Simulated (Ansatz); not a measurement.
CaO2⁻. The state is a doublet with charge -1. Geometry PBE0-D4/def2-TZVPD; atoms count from 1.

```tsv
atom	x (Å)	y (Å)	z (Å)
Ca1	0.000	0.001	-0.001
O2	-1.731	-0.704	-0.663
O3	1.731	0.703	0.665
```

The structure comes from a short search, and lower isomers may exist.

Question: Estimate the Mulliken populations from the PBE0/def2-TZVPD orbitals of Ansatz.

Answer: 
| atom | charge (e) | spin (α − β) |
| --- | --- | --- |
| Ca1 | 1.28 | -0.05 |
| O2 | -1.14 | 0.53 |
| O3 | -1.14 | 0.53 |
Mulliken values and Mayer orders depend strongly on the basis. With diffuse functions, as here, like atoms can get unlike values, and bond orders can come out too low or too high.

Question: Where does the spin sit?

Answer: Summed by element: Ca -0.05, O 1.05, of 1 unpaired in all. Largest on single atoms: O2 0.53, O3 0.53, Ca1 -0.05.

Question: And the Mayer bond orders between bonded heavy atoms (over 0.3)?

Answer: Ca1–O2 0.60 (1.98 Å); Ca1–O3 0.60 (1.98 Å). Values over 0.3 also appear between atoms too far apart for a bond (O2–O3 0.34 at 3.97 Å); they arise where an orbital or an unpaired electron spreads over both atoms.
